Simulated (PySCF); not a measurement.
fulvene (C₆H₆), SMILES C=C1C=CC=C1. Heavy atoms are numbered as in [CH2:1]=[C:2]1[CH:3]=[CH:4][CH:5]=[CH:6]1. Hydrogens are named by the atom that carries them.

Geometry: PBE0-D3(BJ)/def2-SVP.

The numbers are results of PBE/pcSseg-1 in PySCF, not measurements.

GIAO shieldings, no solvent; atoms alike by connectivity are averaged. δ = σ(ref) − σ: ¹³C against TMS (σ = 182.0 ppm); ¹H against TMS (σ = 31.49 ppm), references at their B3LYP-D3(BJ)/def2-TZVP geometries, non-relativistic.

**Question.** Estimate the chemical shifts. (Estimate from the structure and the level; the computed values follow.)

**Answer.** 
| nucleus | atoms | count | δ (ppm) |
|---|---|---|---|
| ¹³C | C2 | 1 | 162.1 |
| ¹³C | C4 (CH) | 2 | 141.7 |
| ¹³C | C1 (CH2) | 1 | 133.5 |
| ¹³C | C3 (CH) | 2 | 130.1 |
| ¹H | H on C4 | 2 | 6.81 |
| ¹H | H on C3 | 2 | 6.42 |
| ¹H | H on C1 | 2 | 6.31 |
